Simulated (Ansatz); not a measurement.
Reaction (redistribution): `[F][Al]([F])[SH]` + `O=C=[N][In]([F])[F]` → `O=C=[N][Al]([F])[F]` + `[F][In]([F])[SH]`

Isolated molecules relaxed with PBE0-D4/def2-TZVP in Ansatz; ΔE leaves out vibrations. CCSD(T)/CBS adds triple-zeta CCSD(T) − MP2 to the extrapolated MP2 energy (def2 sets, frozen cores). This one scheme is used for every species. Functionals use def2-TZVPP. HSE06 is defined as in plane-wave codes. Elements past krypton have def2 core potentials. For In outer-core shells are correlated without core-valence functions, which leaves a few kJ/mol of doubt a bond. One conformer a species, not always the lowest.

Is it downhill or uphill in electronic energy at CCSD(T)/CBS, and by how much? (Best estimate.)

Computed: Downhill: ΔE = -0.70 eV.

What do these levels give: PBE-D4, PBE0-D4, HSE06-D4, PBE-QIDH, BHLYP, HF/def2-SVP, CCSD(T)/def2-SVP, HF/def2-TZVPP, SCS-MP2/def2-TZVPP, HF/def2-QZVPP, MP2/def2-QZVPP, MP2/CBS(def2)? (Estimate.)

Ansatz gave: PBE-D4 -0.74, PBE0-D4 -0.75, HSE06-D4 -0.75, PBE-QIDH -0.73, BHLYP -0.83, HF/def2-SVP -0.90, CCSD(T)/def2-SVP -0.77, HF/def2-TZVPP -0.79, SCS-MP2/def2-TZVPP -0.72, HF/def2-QZVPP -0.78, MP2/def2-QZVPP -0.72, MP2/CBS(def2) -0.72 eV.

Largest T1 diagnostic among the species: 0.018.

In def2-TZVPP, CCSD(T) changes the Hartree–Fock value by +0.08 eV (the triples alone add +0.02 eV) and MP2 by +0.06 eV. At CCSD(T), def2-SVP lies −0.06 eV from the extrapolated value and def2-TZVPP −0.01 eV.
